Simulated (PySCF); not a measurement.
Start geometry of [Ag(NH3)2]+ (`[NH3]->[Ag+]<-[NH3]`) from GFN2-xTB (Å):
```
atom  x, y, z in Å
Ag1    0.0658   -0.0734    0.0125
N2    -0.0208   -0.0290    2.2586
H3    -0.4795    0.8201    2.6348
H4     1.0335   -0.0773    2.6483
H5    -0.5402   -0.8203    2.6133
N6    -0.0075    0.0304   -2.2722
H7    -0.9092    0.0126   -2.6532
H8     0.5207   -0.7817   -2.6742
H9     0.4698    0.8493   -2.5936
```

**Question.** What comes out of this run: PBE0-D3(BJ)/def2-SVP geometry optimisation, gas phase, def2 core potentials past Kr (PySCF)?

**Answer.** 
```
atom  x, y, z in Å
Ag1    0.018   -0.013   -0.003
N2    -0.002   -0.032    2.139
H3    -0.442    0.803    2.530
H4     0.937   -0.077    2.541
H5    -0.515   -0.831    2.519
N6     0.033    0.016   -2.145
H7    -0.910   -0.001   -2.539
H8     0.526   -0.785   -2.547
H9     0.487    0.851   -2.522
```

The energy falls by 9.3 kcal/mol over 7 energy and gradient evaluations, the largest force component goes from 0.0642 to 2.5e-04 Eh/bohr, and the atoms move by 0.114 Å rms after alignment. The bond that changes most is Ag1–N6 (ends: silver bonded to 2 N; nitrogen bonded to Ag and 3 H), which shortens by 0.146 Å. Bonds longer at the end by more than 0.005 Å: 3 of 8; shorter: 5. Among the angles that change most is N2–Ag1–N6, from 174.5° to 179.7°. Rotational constants go from 85351, 2681, 2674 to 93624, 2972, 2972 MHz. The orientation of the end geometry is arbitrary; only internal coordinates are fixed.

The run used 89 basis functions and 43 SCF cycles in all.

PBE0-D3(BJ)/def2-SVP frequencies: not computed here.
